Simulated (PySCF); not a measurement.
**Dipole moment and polarisability of SiH3(OiPr)**

SiH3(OiPr), C3H10OSi.
Geometry (PBE0-D3(BJ)/def2-SVP, Å), atoms numbered from 1 in this order:
```
atom  x, y, z in Å
Si1    1.0364    1.1206    1.6815
H2     1.1483    0.8157    3.1340
H3     2.4102    1.2370    1.0970
H4     0.3328    2.4279    1.4761
O5     0.1568   -0.1151    1.0004
C6    -0.4747   -0.0737   -0.2672
C7    -1.4647   -1.2196   -0.3206
C8     0.5507   -0.1383   -1.3868
H9    -1.0343    0.8803   -0.3579
H10   -0.9341   -2.1805   -0.2350
H11   -2.0276   -1.2109   -1.2658
H12   -2.1767   -1.1472    0.5139
H13    1.2496    0.7119   -1.3431
H14    1.1364   -1.0680   -1.3117
H15    0.0581   -0.1162   -2.3708
```

Level: wB97X-D/def2-SVPD (PySCF), static field, nuclei fixed, core orbitals frozen in the response. The polarisability tensor in these axes (au):

```
x   68.99  4.56  3.17
y    4.56 66.57  4.23
z    3.17  4.23 72.22
```

Q: Diagonalise the tensor; give its mean and Δα, where Δα² is half the sum of the squared differences of the eigenvalues.

A: Principal values 62.76, 67.50 and 77.52 au; mean 69.26 au = 10.26 Å³ = 11.42 × 10⁻⁴⁰ C²·m²/J; Δα = 13.05 au (19 % of the mean).

Q: What is the dipole moment, and where does it point?

A: (-0.31, 0.36, -1.09) D, 1.19 D in size, pointing from the negative to the positive side. Measured along this direction, the outermost atoms are H2 at the negative end and H15 at the positive end.

Q: Orientational against electronic polarisability at 500 K (dilute gas, rigid molecules)?

A: In Gaussian units μ²/3kT = 6.80 Å³ against 10.26 Å³, a ratio of 0.66; the Debye molar polarisation (4π/3)N_A(α + μ²/3kT) is 43.1 cm³/mol, leaving out the vibrational part.

Q: What are the principal values of the traceless quadrupole moment, Θ = ½Σq(3rr − r²1), about the centre of nuclear charge?

A: -1.81, -0.43, 2.25 D·Å. The values depend on the origin, since the dipole doesn't vanish. The electronic extent ⟨r²⟩ about the same centre is 707 bohr², a root-mean-square distance of 1.99 Å for the 50 electrons.

Q: Find the Langevin capture rate constant for O2+ (31.990 u) meeting this molecule (90.050 u), k = 2.342 × 10⁻⁹ cm³/s × √(α in Å³ / reduced mass in u).

A: The reduced mass is 23.60 u, so k = 1.54 × 10⁻⁹ cm³/s. The formula leaves out the permanent dipole, which adds to the capture rate.

Isolated species at its PBE0-D3(BJ)/def2-SVP geometry (one conformer only).

These values come from a run that also computed excited states. The run took 31 s of wall time (grids of density and orbitals included) on one thread of an Arm Neoverse V1, no GPU, on a shared host, and the process peaked at 0.91 GiB of memory.
